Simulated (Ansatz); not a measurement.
`[SH][Cu]`, relaxed with RKS PBE0-D4/def2-TZVP in the Gaussian-basis code of Ansatz from a PBE-D4/def2-SVP geometry. The force threshold is 0.005 eV/Å; the program also tests the step.

Total charge 0; spin multiplicity 1.

Start:

```xyz
3

S    -0.821   -0.066    0.058
Cu    1.054   -0.895    0.568
H    -0.232    0.962   -0.626
```

Problem. How much energy does the relaxation release, and in how many steps? (An estimate is asked.)

Solution. Computed: 0.66 kJ/mol, in 3 steps.

Problem. Which bonds change most? (Best estimate.)

Solution. Computed: S1–H3 from 1.368 to 1.346 Å; S1–Cu2 from 2.112 to 2.117 Å.

Problem. Give the relaxed structure. (Estimate.)

Solution. Ansatz gave: 
```xyz
3

S    -0.809   -0.056    0.051
Cu    1.058   -0.907    0.575
H    -0.249    0.963   -0.626
```
